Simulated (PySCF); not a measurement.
Electron correlation in Zr⁺ (zirconium, charge +1)

[Kr] 4d2 5s1, high-spin 4F determinant. All numbers are calculated (PySCF 2.14, a scalar-relativistic core potential, in cc-pVTZ-PP with ECP28MDF). Frozen: 4s2 4p6; 3 electrons correlated.

MP2 pair energies summed by pair of shells (mhartree):

| pair | energy | share (%) |
| --- | --- | --- |
| 4d-5s | -8.32 | 69.4 |
| 4d-4d | -3.67 | 30.6 |

Total MP2 correlation energy: -11.99 mhartree.

Same-spin part -11.99 and opposite-spin part 0.00 mhartree; SCS-MP2 scales them by 1/3 and 6/5 to -4.00 mhartree.
